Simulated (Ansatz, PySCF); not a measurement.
Isomers of CHNO: 1 is N=C=O, 2 is OC#N; one conformer of each (the lowest of an xTB search), B3LYP-D3(BJ)/def2-TZVP minima.
Isomer 1 (charge 0, multiplicity 1):
```xyz
4

N     -0.6559     0.2597     0.2953
C      0.4883     0.0540    -0.0388
O      1.6237    -0.0289    -0.2817
H     -1.4561    -0.2849     0.0251
```
Isomer 2 (charge 0, multiplicity 1):
```xyz
4

N      1.61828    -0.09561    -0.05161
C      0.48323     0.06509     0.07512
O     -0.77671     0.29903     0.26953
H     -1.32481    -0.26850    -0.29305
```

No zero-point or thermal terms.

Cores are frozen in the correlated methods. CBS(a, b) extrapolates the correlation energy as X⁻³ and adds the Hartree–Fock energy of set b.

Codes used: Ansatz (Gaussian orbitals); PySCF for the dispersion terms. Each number belongs to the level named beside it.

The comparison value is 24.54 kcal/mol (CCSD(T)/CBS(cc-pVTZ, cc-pVQZ)). It is a level with limits of its own, not the exact answer.

Q: Order these levels by how close they come to the comparison value for the electronic energy of isomer 2 less that of isomer 1, closest first: B97M-V/def2-TZVPP, B2PLYP-D3(BJ)/def2-TZVPP, PBE0-D3(BJ)/def2-TZVPP. Give each level's value less the comparison value.

A: B2PLYP-D3(BJ)/def2-TZVPP (2.80 kcal/mol), PBE0-D3(BJ)/def2-TZVPP (4.49 kcal/mol), B97M-V/def2-TZVPP (5.54 kcal/mol)

Ansatz is a program for electronic structure.
